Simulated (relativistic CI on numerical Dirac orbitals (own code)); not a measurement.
## Slater and spin-orbit integrals, I43+

These numbers are calculated, not measured: Dirac-Coulomb-Breit CI, orbitals from a KLI potential per configuration, model QED, unscaled Slater integrals (own radial code, finite nucleus).

Slater integrals F^k, G^k are unscaled and averaged over j, outside the closed core 1s2; ζ comes from projecting the Hamiltonian with its Breit term on Σ l·s of the shell.

- 2s²2p⁵3s: ζ(2p) = 1.6506e+06, G^1(2p,3s) = 99237 cm⁻¹; <r>(2p) = 0.09915, <r^2>(2p) = 0.01194, <r>(3s) = 0.272, <r^2>(3s) = 0.08428 (bohr units).
- 2s²2p⁵3p: ζ(2p) = 1.6499e+06, F^2(2p,3p) = 260650, G^0(2p,3p) = 103120, G^2(2p,3p) = 113870, ζ(3p) = 438460 cm⁻¹; <r>(2p) = 0.09921, <r^2>(2p) = 0.01196, <r>(3p) = 0.2622, <r^2>(3p) = 0.0794 (bohr units).
- 2s²2p⁵3d: ζ(2p) = 1.6514e+06, F^2(2p,3d) = 345640, G^1(2p,3d) = 328650, G^3(2p,3d) = 190210, ζ(3d) = 61338 cm⁻¹; <r>(2p) = 0.09922, <r^2>(2p) = 0.01196, <r>(3d) = 0.2291, <r^2>(3d) = 0.06032 (bohr units).

Averages of the first 10 configurations, taken without configuration mixing, which lowers the lowest level and can move excited configurations by several eV; other configurations of the list can lie among them:

| Configuration | Parity | States | Average energy above the lowest level (eV) |
| --- | --- | --- | --- |
| 2s²2p⁶ | even | 1 | 0.1 |
| 2s²2p⁵3s | odd | 12 | 4142.2 |
| 2s²2p⁵3p | even | 36 | 4288.2 |
| 2s²2p⁵3d | odd | 60 | 4438.4 |
| 2s2p⁶3s | even | 4 | 4652.4 |
| 2s2p⁶3p | odd | 12 | 4795.1 |
| 2s2p⁶3d | even | 20 | 4945.0 |
| 2s²2p⁵4s | odd | 12 | 5640.8 |
| 2s²2p⁵4p | even | 36 | 5700.8 |
| 2s²2p⁵4d | odd | 60 | 5759.2 |
